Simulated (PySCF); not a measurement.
# Relaxation of sextet [RuCl2]+

Method: UPBE0/[Ru def2-SVP with ECP28, Cl def2-SVP], scalar-relativistic core potentials, density fitting, no spin–orbit coupling, PySCF. A (50,194) grid was used.

A hand-made bent start, of C2v symmetry, held to at least that symmetry:

```xyz
3
charge 1 multiplicity 6, angstrom
Ru    0.0000    0.0000   -0.5124
Cl    1.7982    0.0000    0.7467
Cl   -1.7982    0.0000    0.7467
```

Optimiser trace:
```json
{"step": "0", "E − E(last) (kJ/mol)": "13.89", "largest gradient (Eh/bohr)": "0.00847"}
{"step": "1", "E − E(last) (kJ/mol)": "9.62", "largest gradient (Eh/bohr)": "0.00581"}
{"step": "2", "E − E(last) (kJ/mol)": "3.60", "largest gradient (Eh/bohr)": "0.00951"}
{"step": "3", "E − E(last) (kJ/mol)": "1.86", "largest gradient (Eh/bohr)": "0.00792"}
{"step": "4", "E − E(last) (kJ/mol)": "0.25", "largest gradient (Eh/bohr)": "0.00309"}
{"step": "5", "E − E(last) (kJ/mol)": "0.01", "largest gradient (Eh/bohr)": "0.00043"}
{"step": "6", "E − E(last) (kJ/mol)": "0.00", "largest gradient (Eh/bohr)": "0.00019"}
{"step": "7", "E − E(last) (kJ/mol)": "0.00", "largest gradient (Eh/bohr)": "0.00004"}
```

It ends at C2v with Ru–Cl 2.205 Å (×2); Cl–Ru–Cl 140.0°. A frequency run shows a minimum. Other isomers or separated fragments may lie lower.

Final geometry:
Z-matrix (Å, degrees; charge 1 multiplicity 6):
```
Ru
Cl 1 2.2055
Cl 1 2.2055 2 139.98
```

Open d and f shells are described by one determinant, and the ground state may have another occupation or spin.

The relaxation took about 28 core-seconds on a shared host.
